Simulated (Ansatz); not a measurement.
Coupled-cluster run, `C[SiH]([NH])F` radical.

```yaml
crystal:
  periodic: [false, false, false]
  atoms:
    - {symbol: C, position_ang: [-0.394081, 1.112026, -0.371788]}
    - {symbol: Si, position_ang: [-0.145814, -0.646657, 0.154161]}
    - {symbol: N, position_ang: [1.352949, -0.771582, 1.010697]}
    - {symbol: F, position_ang: [-0.231671, -1.584617, -1.146396]}
    - {symbol: H, position_ang: [0.400013, 1.432152, -1.049858]}
    - {symbol: H, position_ang: [-0.390539, 1.771121, 0.498684]}
    - {symbol: H, position_ang: [-1.351504, 1.218458, -0.887213]}
    - {symbol: H, position_ang: [-1.187652, -1.126366, 1.097249]}
    - {symbol: H, position_ang: [2.036999, -1.450935, 0.677463]}
basis:
  gaussian: {orbitals: def2-SVP}
magnetization: {spin_polarized: true, initial_magnetization: 1}
correlation: {method: ccsd_t}
scf: {omitted_lower_state_checks: [cluster_reference]}
```

```sh
$ ansatz run in.yaml --threads 4 --pin off --events-out ev --progress --plain --max-ram 10444MiB
```

Output of Ansatz, abridged:

```
Functional definition: HF
841 factors; integrals over basis functions are off by at most 1.1e-3 eV
mean field evaluation 1: about -13150.1144 eV, gradient 2.5e1 eV
mean field evaluation 2: about -13150.1157 eV, gradient 2.5e1 eV
mean field evaluation 4: about -13153.9618 eV, gradient 3.0e0 eV
mean field evaluation 8: about -13154.1026 eV, gradient 2.2e-1 eV
mean field evaluation 16: about -13153.9832 eV, gradient 2.6e0 eV
mean field -13154.10439450 eV, -483.4044203258 hartree, gradient 1.6e-6 eV, S^2 0.757695; 3 other end points of the search recorded, 0 dependent functions left out
8 core orbitals not correlated: weight in the atoms' cores, before any rotation towards them, 1.000 or more for the frozen orbitals, at most 0.000 for the correlated occupied ones
reference -13154.10439450 eV, -483.4044203258 hartree; 13, 12 occupied and 64, 65 virtual orbitals, 841 factors
second order -15.13730120 eV of doubles, -0.00000000 eV of singles
cycle   1  -15.87923888 eV  change   -7.4e-1 eV  update   8.4e-2
cycle   2  -16.24696609 eV  change   -3.7e-1 eV  update   2.6e-2
cycle   3  -16.34571034 eV  change   -9.9e-2 eV  update   1.4e-2
cycle   4  -16.34771957 eV  change   -2.0e-3 eV  update   5.1e-3
cycle   5  -16.34621579 eV  change    1.5e-3 eV  update   2.6e-3
cycle   6  -16.34719388 eV  change   -9.8e-4 eV  update   1.2e-3
cycle   7  -16.34732589 eV  change   -1.3e-4 eV  update   4.0e-4
cycle   8  -16.34734509 eV  change   -1.9e-5 eV  update   2.0e-4
cycle   9  -16.34734656 eV  change   -1.5e-6 eV  update   9.7e-5
cycle  10  -16.34730847 eV  change    3.8e-5 eV  update   6.8e-5
cycle  11  -16.34731086 eV  change   -2.4e-6 eV  update   5.5e-5
cycle  12  -16.34733301 eV  change   -2.2e-5 eV  update   4.6e-5
cycle  13  -16.34734481 eV  change   -1.2e-5 eV  update   3.2e-5
cycle  14  -16.34733544 eV  change    9.4e-6 eV  update   1.6e-5
perturbative correction -0.34727110 eV, -0.0127619775 hartree
Total energy: -13170.79900104 eV, -484.0179358000 hartree
Checks for a lower state left out: cluster_reference
```

It took 7.5 s on 4 threads of an Arm Neoverse V2 on a shared host, with 0.55 GiB of host memory at the peak.

Correlation energy per correlated electron: -0.668 eV. T1 diagnostic: 0.0122.
